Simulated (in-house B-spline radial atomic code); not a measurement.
**Ionising neutral iron with different functionals**

Computed with a radial B-spline atomic code at the basis-set limit: non-relativistic Hamiltonian, point nucleus, spin-polarised at highest spin, spherical fractional occupations for the functionals, the average over the highest-spin determinants for Hartree-Fock. The ionisation energy is the difference of two self-consistent energies, [Ar] 3d6 4s2 → [Ar] 3d6 4s1, without Breit or QED terms; ε is the level of the shell that loses the electron (its least bound occupied spin orbital).

Hybrids are left out here: with spherical fractional occupations of an open shell their exact exchange keeps a self-interaction that integer-occupation calculations don't have.

```
           method          rung  ΔSCF (eV)  -ε(4s) (eV)
     Hartree-Fock  Hartree-Fock       6.37         6.59
         LDA VWN5           LDA       8.04         4.97
         LDA PW92           LDA       8.05         4.97
LDA exchange-only           LDA       6.68         3.91
              PBE           GGA       7.73         4.78
           PBEsol           GGA       7.69         4.80
             BLYP           GGA       7.94         4.77
             RPBE           GGA       7.65         4.72
             PW91           GGA       7.76         4.83
             BP86           GGA       7.93         4.96
             AM05           GGA       7.68         4.75
             OLYP           GGA       7.56         4.54
             TPSS      meta-GGA       7.51         4.74
             SCAN      meta-GGA       7.57         4.98
           r2SCAN      meta-GGA       7.55         4.97
            M06-L      meta-GGA       7.89         4.92
          revTPSS      meta-GGA       7.53         4.80
```

Problem. How do they compare with the NIST value?

Solution. NIST lists 7.902 eV (measured, ground level to ground level). Errors run from -1.54 to +0.15 eV; M06-L is closest (-0.01 eV), but part of that can be cancellation, since the calculations leave out relativity, Breit-QED terms, multiplet and fine-structure energies. Hartree-Fock also lacks correlation.
